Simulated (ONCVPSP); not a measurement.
How hard is this F (Z = 9) ONCV potential?

| Item | Value |
| --- | --- |
| Element | fluorine |
| Generator | ONCVPSP 4.0.1 |
| Type | optimised norm-conserving Vanderbilt (ONCV) |
| Functional | PBE |
| Relativity | scalar-relativistic |
| Frozen core | [He] |
| Valence charge | 7 |
| Reference configuration | 2s2 2p5 |
| Partial waves | 2s: rc 0.55 bohr, ncon 3, nbas 8, qcut 11.9 1/bohr, local; 2p: rc 1.60 bohr, ncon 4, nbas 8, qcut 6.7 1/bohr, 2 projectors, debl 1.2 Ha; d scattering state at 0.02 Ha: rc 1.30 bohr, ncon 4, nbas 8, qcut 7.7 1/bohr, 1 projector |
| Local potential | the s channel |
| Core correction | Teter function, fcfact 4.25, rcfact 1.8 |

Task: For each optimised wave give the share of its norm inside rc, the residual kinetic energy above qcut (Ha) and the cutoffs (Ha) for errors of 10, 1, 0.1 and 0.01 mHa per electron.

Result:

```csv
wave,norm inside rc,residual KE,10 mHa,1 mHa,0.1 mHa,0.01 mHa
2s,0.131,1.9e-04,40.0,56.2,254.3,872.7
2p,0.821,6.5e-04,17.4,21.7,68.5,85.0
p projector 2,0.153,1.1e-03,17.9,22.8,52.8,95.3
d projector 1,0.000,5.0e-04,0.0,0.1,not reached,not reached
```

The occupied waves need 56 Ha and 254 Ha for 1 and 0.1 mHa. Rows with under 1 % of the norm inside rc give no meaningful cutoff. Its largest configuration-test error is +6612 meV.
